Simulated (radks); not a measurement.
Values are calculated unless marked as measured or tabulated.
Dipole-allowed excitations along the series with 48 electrons in [Kr] 4d10 5s2. Level of theory: scalar-relativistic Kohn-Sham, LDA (Slater exchange, VWN5 correlation), spin-unpolarised, spherical densities, finite nucleus; Fermi nuclear charge, rms radius of each element as measured or else 0.836 A^(1/3) + 0.57 fm (a radial shooting solver on a logarithmic mesh with Libxc functionals). Time-dependent linear response with the Hartree and adiabatic LDA kernel, continuum included through the Sternheimer equations, no spin-orbit coupling, so fine structure and intercombination lines are absent. Lines are the poles of the dipole polarisability below minus the highest occupied eigenvalue, found on a grid refined at the orbital gaps; the lowest seven at most are given, and weak or close lines can be missed. The first line takes the name of the lowest orbital gap if no other gap lies below it; otherwise a line is named after a gap within 0.6 % of it, if that gap stands alone.

Cd: -e(HOMO) (eV) 5.955; lowest orbital gap (eV) 5s-5p 4.630; first line (eV) 5.341 (5s-5p); f 1.25; static alpha (bohr^3) 44.66; measured (eV) 5s-5p 5.417
In+: -e(HOMO) (eV) 15.303; lowest orbital gap (eV) 5s-5p 6.612; first line (eV) 7.958 (5s-5p); f 1.52; static alpha (bohr^3) 22.76; measured (eV) 5s-5p 7.816
Sn2+: -e(HOMO) (eV) 26.532; lowest orbital gap (eV) 5s-5p 8.403; first line (eV) 10.155 (5s-5p); f 1.56; static alpha (bohr^3) 14.37

Measured values: term averages from the NIST Handbook of Basic Atomic Spectroscopic Data.
